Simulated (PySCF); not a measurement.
Compound: C₅H₁₄FGaS.
SMILES: `C[CH](C)[Ga@H-]([F])[S+](C)C`

Torsions of this conformer, `[CH3:1][CH:2]([CH3:3])[Ga@H-:4]([F:5])[S+:6]([CH3:7])[CH3:8]`: C1–C2–Ga4–F5 10°, C2–Ga4–S6–C7 69°.

The closed-shell ground state was solved at several levels (PySCF, density fitting, gas phase). One conformer (not necessarily the lowest) at the PBE0-D3(BJ)/def2-SVP geometry, without solvent, vibrations or thermal averaging. Relativistic effects, spin–orbit coupling among them, are left out although an element past zinc is present.

| level | basis functions | total energy (Eh) | HOMO (eV) | LUMO (eV) | gap (eV) | dipole (D) |
| --- | --- | --- | --- | --- | --- | --- |
| B3LYP/def2-SVPD | 300 | -2621.4089 | -6.79 | -0.23 | 6.56 | 3.15 |
| PBE0/pcSseg-1 | 237 | -2620.9168 | -7.00 | 0.21 | 7.21 | 3.14 |

**Question.** Estimate the row for KT3/pcSseg-1, a basis of 237 functions; the other rows only guide the guess.

**Answer.** Total energy -2636.4972 Eh, HOMO -5.88 eV, LUMO -0.81 eV, gap 5.07 eV, dipole 3.12 D.

**Question.** Over all these levels, which gives the widest orbital gap and which the narrowest?

**Answer.** PBE0/pcSseg-1 (global hybrid, 25 % exact exchange) has the widest, 7.21 eV, and KT3/pcSseg-1 (GGA) the narrowest, 5.07 eV. The two share the basis. From the narrowest to the widest the HOMO moves by -1.12 eV and the LUMO by +1.02 eV.

**Question.** How far do the dipole and the HOMO energy spread over the levels?

**Answer.** The dipole runs from 3.12 to 3.15 D (mean 3.14 D) and the HOMO from -7.00 to -5.88 eV.
